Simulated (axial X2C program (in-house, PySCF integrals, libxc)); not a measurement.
# Spin–orbit effects down a group: molecules with Na, HF

All values come from calculations with an in-house relativistic program for diatomic molecules, spin-free (one-electron X2C) or two-component (2c: spin–orbit coupling with atomic mean-field Coulomb and Gaunt terms, which also bring small scalar terms), in Dyall basis sets with cores contracted in-house; open shells are unrestricted.

Basis sets: C dyall-v3z, Ge dyall-cv3z, Na dyall-cv3z, Na dyall-v3z, Si dyall-v3z, Sn dyall-cv3z.

| molecule | spin-free state | Re (Å) | ωe (cm⁻¹) | De (eV) | 2c state | Re 2c (Å) | ωe 2c (cm⁻¹) | De 2c (eV) |
| --- | --- | --- | --- | --- | --- | --- | --- | --- |
| NaC | M_S = 3/2, Λ = 0 | 2.239 | 454.0 | 1.31 | Ω = 3/2 | 2.239 | 454.0 | 1.31 |
| NaSi | M_S = 3/2, Λ = 0 | 2.739 | 256.0 | 0.92 | Ω = 3/2 | 2.739 | 255.9 | 0.92 |
| NaGe | M_S = 3/2, Λ = 0 | 2.776 | 208.3 | 0.87 | Ω = 3/2 | 2.778 | 208.0 | n/a |
| NaSn | M_S = 3/2, Λ = 0 | 2.959 | 182.7 | 0.81 | Ω = 3/2 | 2.963 | 182.0 | n/a |

(1) Work out the shifts from the spin-free to the two-component result.

Each entry is the lowest single determinant of a limited PBE0 search at one distance. De goes to single-determinant-based atoms at the same level (for ions the charge split of lowest energy) and is withheld (n/a) where an atom does not fit its ground term or J level. Main or longest-lived isotopes. One determinant is a doubtful description, or other states lie close, for NaC, NaSi, NaGe, NaSn; these need not be ground states, and all values refer to the states named. With several unpaired electrons the Ω given is that of one determinant, not necessarily of the lowest component. Some light 2c atoms are not at their ground J level, so De misses part of their lowering (0.04 eV or less).

## Answers

(1) 

```
molecule  2c state  ΔRe (Å)  Δωe (cm⁻¹)  ΔDe (eV)
     NaC   Ω = 3/2    0.000         0.0      0.00
    NaSi   Ω = 3/2    0.000        -0.1      0.00
    NaGe   Ω = 3/2    0.002        -0.3       n/a
    NaSn   Ω = 3/2    0.004        -0.7       n/a
```

Shifts of one unit in the last digit are rounding.
